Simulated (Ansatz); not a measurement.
CH$_{3}$AlF$_{2}$ (`F[CH2][AlH][F]`). The species carries charge 0 and has multiplicity 1.

Cartesian coordinates in Å:
```
F 1.141 1.511 -0.071
C 0.086 0.767 0.451
Al -0.180 -0.950 -0.486
F 0.810 -1.354 -1.738
H 0.279 0.608 1.520
H -0.821 1.386 0.404
H -1.315 -1.968 -0.080
```

(1) What are the harmonic wavenumbers in cm⁻¹ at PBE0-D4/def2-TZVP (Ansatz, finite differences of forces, unscaled)? (Best estimate.)

(2) Is this a minimum?

(3) Give the ideal-gas thermochemistry at 298.15 K and 1 bar (rigid rotor, harmonic oscillator; point group Cs, symmetry number 1).

(4) And at 400, 500, 600, 800 and 1000 K?

Results:

(1) Computed: 63, 115, 340, 388, 547, 665, 680, 863, 1061, 1244, 1281, 1451, 1959, 3009, 3051.

(2) Yes, all 15 modes are real.

(3) Zero-point energy 100.0 kJ/mol; H(298) − E = 117.2 kJ/mol; entropy 317.6 J/(mol·K), of which translation 163.5, rotation 106.8, vibration 47.3; G(298) − E = 22.5 kJ/mol. Modes under 100 cm⁻¹ are hindered rotations or soft bends, so the harmonic entropy is rough.

(4) 
| T (K) | H − E (kJ/mol) | S (J/mol/K) | G − E (kJ/mol) |
| --- | --- | --- | --- |
| 400 | 126.0 | 343.0 | -11.2 |
| 500 | 135.8 | 364.9 | -46.6 |
| 600 | 146.5 | 384.3 | -84.1 |
| 800 | 169.9 | 417.9 | -164.4 |
| 1000 | 195.3 | 446.2 | -250.9 |
